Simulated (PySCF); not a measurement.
## Polarisability and C₆ of Zn²⁺ (zinc, charge +2)

[Ar] 3d9 4s1, high-spin 3D determinant (an excited configuration). Computed with PySCF 2.14 in x2c-TZVPPall with one added diffuse shell each of s, p, d, f type (7s6p5d3f1g, 80 functions), with the spin-free X2C one-electron Hamiltonian (Gaussian nucleus). Coupled (time-dependent) response in atomic units; α is the mean over directions.

```
method  mean α (bohr³)         α xx, yy, zz  C₆ (like pair)  S(−4)
revPBE           11.05  11.25, 11.25, 10.64           36.55  102.4
PBEsol           10.80  10.99, 10.99, 10.41           35.58  97.09
```

S(−4) is the Cauchy moment in α(ω) = α(0) + S(−4) ω² + …

α(iu) at revPBE:

| u (hartree) | α(iu) (bohr³) |
| --- | --- |
| 0 | 11.05 |
| 0.0500 | 10.80 |
| 0.100 | 10.12 |
| 0.200 | 8.198 |
| 0.300 | 6.394 |
| 0.500 | 4.100 |
| 0.750 | 2.736 |
| 1.00 | 2.044 |
| 1.50 | 1.353 |
| 2.00 | 1.002 |
| 3.00 | 0.6413 |
| 5.00 | 0.3443 |

A single London oscillator, α(iu) = α/(1 + u²/ω²), gives C₆ = (3/4) ω α². Matching the computed C₆ needs ω = 4 × 36.55 / (3 × 11.05²) = 0.399 hartree.

For an ion, C₆ is the dispersion term alone; charge-induced terms of lower order in 1/R come first.

The components differ because the open shell of this determinant is not spherical; for a pure term their mean is the scalar polarisability.
